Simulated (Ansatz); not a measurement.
A made-up structure of MgH2SeO, singlet:

O1  (-1.463, -0.164, -0.314)
Mg2  (-0.133, 0.274, 0.010)
Se3  (1.668, 0.900, 0.526)
H4  (-2.103, -0.374, -0.717)
H5  (2.033, -0.637, 0.494)
(Å)

It is relaxed with PBE-D4/def2-SVP and then PBE0-D4/def2-TZVP (Ansatz 0.2.0). Atoms count as bonded within 1.22 times the sum of their covalent radii (H–H: 0.88 Å). The end point is not checked to be a true minimum.

(1) Does its bonding change? (Judge from chemistry; the calculation decides.)

## Answers

(1) By the calculation: No: no bond forms or breaks.

Where it ends: The first stage lowers the energy by 5.46 eV in 13 steps. It ends as MgH₂SeO ([OH][Mg][SeH]):
```json
{"atom": "O1", "x (Å)": "-1.8029", "y (Å)": "-0.1969", "z (Å)": "-0.4059"}
{"atom": "Mg2", "x (Å)": "-0.1520", "y (Å)": "0.2532", "z (Å)": "-0.0067"}
{"atom": "Se3", "x (Å)": "2.0890", "y (Å)": "0.8918", "z (Å)": "0.6154"}
{"atom": "H4", "x (Å)": "-2.6040", "y (Å)": "-0.4195", "z (Å)": "-0.8593"}
{"atom": "H5", "x (Å)": "2.4699", "y (Å)": "-0.5287", "z (Å)": "0.6565"}
```

Labels in which every atom is bracketed show which atoms are joined, not bond orders.

For scale, one of the runs: PBE0-D4/def2-TZVP relaxation, 123 basis functions, launched by `ansatz run in.yaml --threads 2 --pin off --events-out ev --progress --plain --max-ram 4352MiB`. Hardware: 2 CPU threads of an Arm Neoverse V2, shared host. Wall time about 23 s.
